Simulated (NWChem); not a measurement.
BH2F; SMILES BF

B3LYP is NWChem's, with the RPA form of VWN correlation.

**Question.** Give the equilibrium geometry at B3LYP/6-31G* (spherical d) (NWChem) as a Z-matrix, with the point group.

**Answer.** point group C2v; any orientation.
```
B
F 1 1.3238
H 1 1.1963 2 117.85
H 1 1.1963 3 124.30 2 180.00
```
